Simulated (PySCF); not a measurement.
Where the electron goes

Species: perfluoropropane, C3F8.
Structure used (PBE0-D3(BJ)/def2-SVP), in Å, numbered top down from 1:
```
atom  x, y, z in Å
F1     1.232    0.726   -1.412
C2     1.272   -0.105   -0.381
F3     1.843    0.507    0.645
F4     1.993   -1.165   -0.706
C5    -0.154   -0.568   -0.005
F6    -0.054   -1.401    1.035
F7    -0.665   -1.222   -1.052
C8    -1.139    0.559    0.379
F9    -1.308    1.390   -0.638
F10   -2.305    0.020    0.694
F11   -0.680    1.237    1.420
```

The calculation used PySCF 2.14.0, density-fitted response routines, TDDFT CAM-B3LYP/def2-SVPD, vertical, gas phase, core orbitals frozen in the response.

Kohn–Sham orbitals with the atoms that hold most of them (Löwdin shares over 4%, at most four atoms; ? is withheld):

```csv
orbital,ε (eV),atoms
LUMO+2,1.79,"F11 12%, F1 12%, F3 11%, F9 11%"
LUMO+1,1.68,"F6 16%, F7 15%, C5 11%, F9 10%"
LUMO,?,"C8 13%, C2 13%, C5 12%, F7 10%"
HOMO,-12.65,?
HOMO-1,-14.23,?
HOMO-2,-14.39,"F4 19%, F10 19%, F3 16%, F9 15%"
HOMO-3,-14.47,"F9 15%, F3 15%, F11 14%, F1 14%"
```

(1) Give the leading atoms of the HOMO-1.

(2) Which atoms hold the HOMO, and with what shares?

(3) What is the LUMO energy, and the HOMO–LUMO gap?

## Answers

(1) F7 (bonded to C) 16%; F6 (bonded to C) 16%; C5 (bonded to 2 C and 2 F) 14%; F11 (bonded to C) 9%. By element: fluorine 41% or more, carbon 14% or more.

(2) C5 (bonded to 2 C and 2 F) 17%; F7 (bonded to C) 14%; F6 (bonded to C) 14%; C2 (bonded to C and 3 F) 9%. By element: fluorine 29% or more, carbon 26% or more.

(3) ε(LUMO) = 1.15 eV; the gap is 13.81 eV (0.5074 hartree).

Task: The HOMO–LUMO gap is 13.81 eV. Where does the response calculation put the lowest singlet, and from which orbitals?

Result: S1 is at 10.41 eV (f = 0.0000), 3.40 eV below the gap, made of HOMO→LUMO+1 (80%), HOMO→LUMO+5 (16%). Its leading pair isn't HOMO and LUMO; the energies of that pair differ by 14.34 eV. Without the coupling terms of the response equations the lowest excitation would equal the gap.

Next come S2 at 10.48 eV (f 0.038), HOMO→LUMO (46%), HOMO→LUMO+2 (39%); S3 at 11.21 eV (f 0.0008), HOMO→LUMO (50%), HOMO→LUMO+2 (37%); S4 at 11.88 eV (f 0.011), HOMO→LUMO+3 (75%), HOMO-1→LUMO (19%); S5 at 12.07 eV (f 0.0064), HOMO-1→LUMO+1 (44%), HOMO-3→LUMO+2 (11%), HOMO-3→LUMO (11%).

The run took 50 s wall, 1.8 min CPU on an INTEL XEON PLATINUM 8581C at 2.10 GHz with 2 threads, shared host with 80 logical CPUs at a one-minute load of 19, and the process peaked at 1.4 GiB of memory.

Without π bonds the low states are Rydberg-like; a valence basis with one diffuse set may place them up to an eV too high.
